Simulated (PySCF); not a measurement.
## Electric field gradients and quadrupole coupling constants

Species: C5H7F3O.
Geometry (PBE0-D3(BJ)/def2-SVP, Å), atoms numbered from 1 in this order:
```
atom  x, y, z in Å
C1    -0.8622   -1.3221   -0.6664
C2    -0.2305   -0.1334    0.0164
C3    -1.2192    1.0239    0.1251
F4    -1.5922    1.4382   -1.0924
F5    -0.6791    2.0685    0.7566
F6    -2.3179    0.6727    0.7905
C7     1.1624    0.3211   -0.4556
C8     1.5695    0.0446    0.9941
O9     0.2646   -0.4446    1.3172
H10   -1.7347   -1.6651   -0.0925
H11   -1.1855   -1.0619   -1.6846
H12   -0.1329   -2.1416   -0.7174
H13    1.6074   -0.3474   -1.2039
H14    1.2428    1.3606   -0.7981
H15    2.3453   -0.7242    1.1451
H16    1.8319    0.9386    1.5840
```

Field gradients from the PBE0/pcSseg-1 density (PySCF, non-relativistic), principal values in atomic units, ordered |Vxx| ≤ |Vyy| ≤ |Vzz|:

| atom | Vxx | Vyy | Vzz |
| --- | --- | --- | --- |
| O9 | 0.1824 | 1.8291 | -2.0115 |

**Question.** Find the asymmetry η = (Vxx − Vyy)/Vzz and the couplings χ = eQV/h (234.96 MHz × Q in barn × V in au), with Q(17O) = −0.0256 b.

**Answer.** 
```csv
atom,environment,nucleus,η,χzz (MHz),χxx (MHz),χyy (MHz)
O9,cyclic ether oxygen,17O,0.82,12.10,-1.10,-11.00
```

**Question.** What is Vzz at O9 in SI units (1 au = 9.71736 × 10²¹ V/m²)?

**Answer.** -2.0115 au = -19.546 × 10²¹ V/m².

**Question.** And the gradient at the other heavy atoms, for which no coupling is worked out here?

**Answer.** 
```json
{"atom": "C1", "environment": "methyl carbon", "Vzz (au)": "0.082", "η": "0.24"}
{"atom": "C2", "environment": "sp3 carbon bound to oxygen", "Vzz (au)": "0.296", "η": "0.40"}
{"atom": "C3", "environment": "CF3 carbon", "Vzz (au)": "-0.486", "η": "0.03"}
{"atom": "F4", "environment": "fluorine of a CF3 group", "Vzz (au)": "2.845", "η": "0.03"}
{"atom": "F5", "environment": "fluorine of a CF3 group", "Vzz (au)": "2.869", "η": "0.02"}
{"atom": "F6", "environment": "fluorine of a CF3 group", "Vzz (au)": "2.877", "η": "0.03"}
{"atom": "C7", "environment": "four-membered-ring carbon", "Vzz (au)": "0.087", "η": "0.96"}
{"atom": "C8", "environment": "sp3 carbon bound to oxygen", "Vzz (au)": "0.371", "η": "0.32"}
```

**Question.** What couplings would deuterons (Q(2H) = 0.00286 b) have in place of the hydrogens, at this geometry?

**Answer.** 
```tsv
atom	bonded to	bond length (Å)	Vzz (au)	η	χzz (kHz)
H10	C1	1.099	0.2897	0.03	195
H11	C1	1.099	0.2902	0.03	195
H12	C1	1.098	0.2941	0.03	198
H13	C7	1.098	0.2931	0.01	197
H14	C7	1.097	0.2920	0.02	196
H15	C8	1.103	0.2794	0.05	188
H16	C8	1.103	0.2775	0.05	186
```

Isolated species at its PBE0-D3(BJ)/def2-SVP geometry, gas phase. A larger basis could move these couplings by a tenth or more.

These values come from a run that also computed NMR shieldings. Hardware: one thread, Arm Neoverse V1 (aarch64), no GPU, shared host with 32 logical CPUs at a one-minute load of 30. Cost: 29 s of wall time, 1.2 GiB resident at most.
